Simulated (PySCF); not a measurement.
C$_{3}$H$_{3}$, doublet, at a GFN2-xTB geometry. Base run: DF-B3LYP/3-21G run with PySCF.

Input for PySCF:
```python
from pyscf import gto, scf, dft

mol = gto.Mole()
mol.atom = '''
    C    -0.83809205   -0.53136753    0.74537963
    C     0.07485540    0.04745986   -0.06657466
    C     0.89824084    0.56950310   -0.79887457
    H    -0.83974223   -0.32796193    1.80085104
    H    -1.57644059   -1.20394750    0.34804593
    H     1.60615765    1.01833687   -1.42847936
'''
mol.basis = '3-21g'
mol.spin = 1
mol.verbose = 3
mol.build()

mf = dft.UKS(mol)
mf.xc = 'b3lyp'
mf = mf.density_fit(auxbasis='def2-universal-jkfit')
mf.kernel()
```

Each row names what was changed in the base input (with any setting that the change needs).

```
change                 basis functions      E (Eh)  HOMO (eV)  dipole (D)  core-seconds (rough)
---------------------  ---------------  ----------  ---------  ----------  --------------------
base                                33  -115.36632      -5.70        0.05                     3
basis = STO-3G                      18  -114.54881      -4.05        0.05                     2
basis = LANL2DZ                     33  -115.98348      -5.90        0.14                     3
basis = pcseg-0                     33         [?]        [?]         [?]                     4
basis = cc-pVDZ                     57         [?]        [?]        0.05                     4
basis = def2-SVP                    57  -115.91776      -5.91        0.07                     4
basis = 6-311G**                   [?]         [?]        [?]         [?]                     5
basis = def2-SVPD                  [?]         [?]      -6.04        0.10                     5
basis = aug-cc-pVDZ                 96  -116.01519      -6.02        0.11                     6
basis = 6-311+G(2d,p)               99  -116.04179      -6.05        0.11                     7
basis = def2-TZVP                  111  -116.05204      -6.02        0.10                    10
basis = aug-cc-pVTZ                207  -116.05149      -6.04        0.11                    20
basis = cc-pVQZ                    255  -116.05860      -6.03        0.11                    20
```

Question: Some entries are withheld; supply them.

Answer: 
- basis = pcseg-0, E (Eh): -115.72521
- basis = pcseg-0, HOMO (eV): -5.89
- basis = pcseg-0, dipole (D): 0.03
- basis = cc-pVDZ, E (Eh): -116.00771
- basis = cc-pVDZ, HOMO (eV): -5.83
- basis = 6-311G**, basis functions: 72
- basis = 6-311G**, E (Eh): -116.03693
- basis = 6-311G**, HOMO (eV): -5.93
- basis = 6-311G**, dipole (D): 0.08
- basis = def2-SVPD, basis functions: 84
- basis = def2-SVPD, E (Eh): -115.92355

Totals compare only among sets that treat the same electrons; sets with core potentials leave the core out.

Open shells are given as the SCF converged; they aren't shown to be the lowest states, and a large step between rows can be another state.
